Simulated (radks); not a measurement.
Results of a calculation; reference values are marked as such.
Spherical quantum dot in the effective-mass picture: electrons in a parabolic well V = omega^2 r^2 / 2 with omega = 0.357, all in effective atomic units (hartree* = m*/eps^2 hartree, bohr* = eps/m* bohr), one dielectric constant everywhere. Level of theory: non-relativistic Kohn-Sham, LDA (Slater exchange, Perdew-Wang correlation), spin-polarised, spherical densities (a radial shooting solver with Libxc functionals). Levels are named by radial order and angular momentum (1s, 1p, 1d, 2s, ...), and open shells are averaged over m. Each electron was tried in the lowest free levels, single moves between levels near the top were tried too, and the lowest total energy was kept; such a search can miss a lower state. At N = 1 the Hartree and exchange-correlation terms need not cancel, so that row can carry a self-interaction error.

N	open shells	2S	E (hartree*)	addition energy mu(N+1) - mu(N) (hartree*)	e(HOMO) (hartree*)	rms radius (bohr*)
1	1s(up 1, down 0)	1	0.549880	0.4050	0.71486	2.074
2	none	0	1.50474	0.5742	1.1109	2.277
3	1p(up 1, down 0)	1	3.03381	0.2633	1.6605	2.591
4	1p(up 2, down 0)	2	4.82621	0.2608	1.9237	2.788
5	1p(up 3, down 0)	3	6.87940	0.3120	2.1816	2.941
6	1p(up 3, down 1)	2	9.24456	0.2336	2.4820	3.080
7	1p(up 3, down 2)	1	11.8433	0.2316	2.7151	3.201
8	none	0	14.6737	0.4285	2.9449	3.309
9	1d(up 1, down 0)	1	17.9325	0.2062	3.3623	3.440
10	1d(up 2, down 0)	2	21.3976	0.2037	3.5674	3.555
11	1d(up 3, down 0)	3	25.0664	0.2010	3.7698	3.658
12	1d(up 4, down 0)	4	28.9361	0.1981	3.9693	3.753
13	1d(up 5, down 0)	5	33.0040	0.2399	4.1659	3.841
14	1d(up 5, down 1)	4	37.3117	0.1869	4.4015	3.926
15	1d(up 5, down 2)	3	41.8064	0.1853	4.5876	4.006
16	1d(up 5, down 3)	2	46.4863	0.1834	4.7720	4.081
17	1d(up 5, down 4)	1	51.3496	0.1813	4.9543	4.153
18	none	0	56.3943	0.2222	5.1346	4.222
19	2s(up 1, down 0)	1	61.6611	0.2029	5.3577	4.289
20	none	0	67.1308	0.2665	5.5594	4.355
21	1f(up 1, down 0)	1	72.8670	0.1662	5.8195	4.425
22	1f(up 2, down 0)	2	78.7694	0.1648	5.9850	4.492
23	1f(up 3, down 0)	3	84.8365	0.1633	6.1490	4.556
24	1f(up 4, down 0)	4	91.0670	0.1619	6.3117	4.617
25	1f(up 5, down 0)	5	97.4594	0.1605	6.4729	4.676
26	1f(up 6, down 0)	6	104.012	0.1592	6.6328	4.733
27	1f(up 7, down 0)	7	110.725	0.1920	6.7913	4.789
28	1f(up 7, down 1)	6	117.629	0.1542	6.9814	4.843
29	1f(up 7, down 2)	5	124.687	0.1532	7.1352	4.896
30	1f(up 7, down 3)	4	131.899	-	7.2879	4.948

All shells are closed at N = 2, 8, 18, 20 (there: 1s2 1p6 1d10 2s2); the second difference of the energy has clear peaks (12 % above both neighbours; the first and last values, which can be the largest, are not judged, and half-filled shells can peak too) at N = 2, 5, 8, 13, 20, 27.
